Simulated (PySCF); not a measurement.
Al(Me)(OH)(NH2) (CH6AlNO), SMILES [CH3][Al]([NH2])[OH].

Geometry optimised at B3LYP-D3(BJ)/def2-SVP. The values are those of a single conformer.

Computed with M06-2X/def2-TZVP (PySCF).

Symmetry labels are those of the subgroup Cs that the program uses (full group Cs).

Computed valence orbital energies around the gap with their symmetry:
| orbital | symmetry | energy (eV) |
|---|---|---|
| HOMO−7 | A' | -14.59 |
| HOMO−6 | A' | -13.18 |
| HOMO−5 | A" | -12.20 |
| HOMO−4 | A' | -12.15 |
| HOMO−3 | A' | -10.91 |
| HOMO−2 | A" | -10.64 |
| HOMO−1 | A' | -9.57 |
| HOMO | A" | -8.72 |
| LUMO | A' | 0.66 |
| LUMO+1 | A" | 1.29 |
| LUMO+2 | A' | 1.93 |
| LUMO+3 | A' | 2.20 |
